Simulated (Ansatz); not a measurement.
Program: Ansatz 0.2.0.

A structure relaxed at PBE0-D4/def2-TZVP, charge 0, multiplicity 1:

Cartesian coordinates in Å:
```
C -1.2659 0.2707 0.1839
Al 0.5967 -0.0193 -0.2296
O 1.5456 -1.0458 0.7184
Br 1.5841 1.0003 -1.9960
H -1.8999 -0.0217 -0.6577
H -1.5711 -0.3011 1.0625
H -1.4602 1.3297 0.3749
H 2.4706 -1.2128 0.5436
```

Task: Give its formula and SMILES.

Result: CH4AlBrO, `[CH3][Al]([OH])[Br]`.

Task: Point group (tolerance 0.08 Å, 0.16 Å for H)?

Result: Cs.

Task: Summarise the bond lengths by kind.

Result: 1 × Al–C 1.930 Å; 3 × C–H 1.092 to 1.093 Å; 1 × Al–O 1.689 Å; 1 × Al–Br 2.266 Å; 1 × H–O 0.956 Å.
